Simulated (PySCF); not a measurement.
**Correlation energy of W(2+) (tungsten, charge +2)**

[Xe] 4f14 5d3 6s1, high-spin 5F determinant (an excited configuration). Computed with PySCF 2.14 in def2-QZVPPD with the def2 core potential (60 electrons) (7s6p4d3f2g, 84 functions), with scalar relativity through the core potential. Frozen: nothing; 12 electrons correlated.

MP2 pair energies summed by pair of shells (mhartree):

```csv
pair,energy,share (%)
5p-5p,-97.03,34.3
5p-5d,-90.16,31.8
5s-5p,-30.14,10.6
5p-6s,-21.08,7.4
5d-5d,-14.40,5.1
5d-6s,-13.68,4.8
5s-5d,-10.33,3.6
5s-5s,-5.36,1.9
5s-6s,-1.12,0.4
```

Total MP2 correlation energy: -283.30 mhartree.

Same-spin part -92.28 and opposite-spin part -191.02 mhartree; SCS-MP2 scales them by 1/3 and 6/5 to -259.98 mhartree.

The basis has no tight functions for the innermost shells, so their pair energies are far from complete.

This basis was not built for core-valence correlation, so the inner-shell part is incomplete.
